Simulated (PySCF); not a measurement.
# Multinuclear NMR of C3H11ClSi3

Bonds (- single, = double, # triple, : aromatic): C1-C2, C2-Si3, Si3-C4, C4-Si5, Si5-Si6, Si6-Cl7, Si5-C2. C1 carries H8, H9, H10; C2 carries H11; Si3 carries H12, H13; C4 carries H14, H15; Si5 carries H16; Si6 carries H17, H18. Stereochemistry as in C[C@@H]1[SiH2]C[Si@H]1[SiH2]Cl. H12, H15 are cis to C1 on the ring; H17 is pro-R; H18 is pro-S; H13, H14 are trans to C1 on the ring.

PySCF 2.14 calculation with shielding tensors at PBE0/pcSseg-1 (GIAO) and GFN2-xTB structure; equivalent nuclei averaged, no relativistic terms, isolated molecule, one computed conformer.

Q: Predict the ²⁹Si NMR data.

A: 
| atoms | environment | σ (ppm) | δ (ppm) |
| --- | --- | --- | --- |
| Si3 | silicon bonded to 2 C, 2 H, in a 4-membered ring | 370.7 | -24.7 |
| Si5 | silicon bonded to 2 C, Si, H, in a 4-membered ring | 371.8 | -25.6 |
| Si6 | silicon bonded to Cl, Si, 2 H | 382.5 | -34.5 |

Shieldings were converted by a linear fit to measured shifts: ²⁹Si (scatter 8.9 ppm rms, 25.8 ppm with the 6 outliers that the fit left out vs TMS, solution or neat liquid). Occasional misses reach two or three times the rms, and more in compound classes unlike the fitted ones.

On a 400 MHz spectrometer ²⁹Si resonates near 79.5 MHz, so 1 ppm is 79.5 Hz.
